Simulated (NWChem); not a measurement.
A series in which one site is exchanged, each optimised at PBE0/def2-SVP with NWChem, gas phase unless a solvent is named. All stand in one matching conformer (torsions within 35°), which need not be the lowest. Low-valent species are run as closed-shell singlets; no triplet was tried in these runs. For some, no frequency run checked for a minimum. def2 effective core potentials on Sn, Pb; no spin-orbit coupling.

A: O[Si]S (SiH$_{2}$SO; site = Si)
B: [OH][Sn][SH] (SnH$_{2}$SO; site = Sn)
C: [SH][Ge][OH] (GeH$_{2}$SO; site = Ge)
D: [OH][Pb][SH] (PbH2SO; site = Pb)

Values for A:

| Quantity | Value |
|---|---|
| dipole (D), PBE0/def2-SVP | 0.77 |
| orbital gap (eV), PBE0/def2-SVP | 5.34 |
| lowest singlet excitation, B3LYP/def2-SVPD, TDA (eV) | 4.39 |

### Question
How do these values change for the other members?

### Answer
```csv
change from A,B,C,D
"dipole (D), PBE0/def2-SVP",+0.96,+0.11,+1.96
"orbital gap (eV), PBE0/def2-SVP",-0.31,+0.06,-0.53
"lowest singlet excitation, B3LYP/def2-SVPD, TDA (eV)",-0.44,-0.10,-0.59
```
